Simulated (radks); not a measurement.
Gd+, configuration [Xe] 4f7 5d1 6s1 (the NIST ground configuration).

All-electron calculation, scalar-relativistic Kohn-Sham, PBE, spin-polarised, spherical densities, point nucleus; open shells are filled with parallel spins first (spin-orbit coupling, left out, can overturn this in heavy ions). Program: a radial shooting solver on a logarithmic mesh with Libxc functionals.

Energy parts (eV):
total: -306706.60
kinetic: 329370.66
electron-nucleus: -747841.93
Hartree: 118535.21
exchange-correlation: -6770.54

Orbitals (lengths in bohr, moments of r in powers of bohr):
[
 {"orbital": "1s up", "occ.": "1", "eigenvalue (eV)": "-50110.20", "<r^4>": "1.140e-06", "<1/r>": "71.67"},
 {"orbital": "1s down", "occ.": "1", "eigenvalue (eV)": "-50110.19", "<r^4>": "1.140e-06", "<1/r>": "71.67"},
 {"orbital": "2s up", "occ.": "1", "eigenvalue (eV)": "-8278.143", "<r^4>": "0.0001815", "<1/r>": "16.62"},
 {"orbital": "2s down", "occ.": "1", "eigenvalue (eV)": "-8278.059", "<r^4>": "0.0001814", "<1/r>": "16.62"},
 {"orbital": "2p up", "occ.": "3", "eigenvalue (eV)": "-7366.709", "<r^4>": "0.0001356", "<1/r>": "15.52"},
 {"orbital": "2p down", "occ.": "3", "eigenvalue (eV)": "-7366.647", "<r^4>": "0.0001356", "<1/r>": "15.52"},
 {"orbital": "3s up", "occ.": "1", "eigenvalue (eV)": "-1840.386", "<r^4>": "0.007036", "<1/r>": "6.097"},
 {"orbital": "3s down", "occ.": "1", "eigenvalue (eV)": "-1837.757", "<r^4>": "0.007009", "<1/r>": "6.104"},
 {"orbital": "3p up", "occ.": "3", "eigenvalue (eV)": "-1558.078", "<r^4>": "0.007383", "<1/r>": "5.731"},
 {"orbital": "3p down", "occ.": "3", "eigenvalue (eV)": "-1555.459", "<r^4>": "0.007348", "<1/r>": "5.737"},
 {"orbital": "3d up", "occ.": "5", "eigenvalue (eV)": "-1185.335", "<r^4>": "0.005901", "<1/r>": "5.437"},
 {"orbital": "3d down", "occ.": "5", "eigenvalue (eV)": "-1183.315", "<r^4>": "0.005860", "<1/r>": "5.444"},
 {"orbital": "4s up", "occ.": "1", "eigenvalue (eV)": "-377.5895", "<r^4>": "0.1729", "<1/r>": "2.570"},
 {"orbital": "4s down", "occ.": "1", "eigenvalue (eV)": "-371.4274", "<r^4>": "0.1730", "<1/r>": "2.569"},
 {"orbital": "4p up", "occ.": "3", "eigenvalue (eV)": "-284.5520", "<r^4>": "0.2267", "<1/r>": "2.363"},
 {"orbital": "4p down", "occ.": "3", "eigenvalue (eV)": "-278.4323", "<r^4>": "0.2272", "<1/r>": "2.361"},
 {"orbital": "4d up", "occ.": "5", "eigenvalue (eV)": "-155.8950", "<r^4>": "0.3573", "<1/r>": "2.082"},
 {"orbital": "4d down", "occ.": "5", "eigenvalue (eV)": "-149.8262", "<r^4>": "0.3617", "<1/r>": "2.079"},
 {"orbital": "5s up", "occ.": "1", "eigenvalue (eV)": "-57.2256", "<r^4>": "5.802", "<1/r>": "1.001"},
 {"orbital": "5s down", "occ.": "1", "eigenvalue (eV)": "-53.7090", "<r^4>": "6.148", "<1/r>": "0.9831"},
 {"orbital": "5p up", "occ.": "3", "eigenvalue (eV)": "-34.5178", "<r^4>": "11.59", "<1/r>": "0.8442"},
 {"orbital": "5p down", "occ.": "3", "eigenvalue (eV)": "-31.6752", "<r^4>": "12.45", "<1/r>": "0.8261"},
 {"orbital": "4f up", "occ.": "7", "eigenvalue (eV)": "-16.7710", "<r^4>": "2.507", "<1/r>": "1.533"},
 {"orbital": "4f down", "occ.": "0", "eigenvalue (eV)": "-11.2772", "<r^4>": "3.631", "<1/r>": "1.491"},
 {"orbital": "6s up", "occ.": "1", "eigenvalue (eV)": "-9.7971", "<r^4>": "313.7", "<1/r>": "0.3502"},
 {"orbital": "5d up", "occ.": "1", "eigenvalue (eV)": "-9.0301", "<r^4>": "106.2", "<1/r>": "0.5171"},
 {"orbital": "5d down", "occ.": "0", "eigenvalue (eV)": "-7.1260", "<r^4>": "116.7", "<1/r>": "0.5024"}
]

The highest occupied level is 5d up at -9.030 eV. The configuration is held as typed, so some empty levels lie below it. Summed over all electrons, <r^2> = 58.28 bohr^2, which gives a Langevin (diamagnetic) susceptibility term of -46.2 x 10^-6 cm^3/mol. Spin moment in Bohr magnetons: 9. The density falls to 0.001 e/bohr^3 at r = 4.55 bohr.
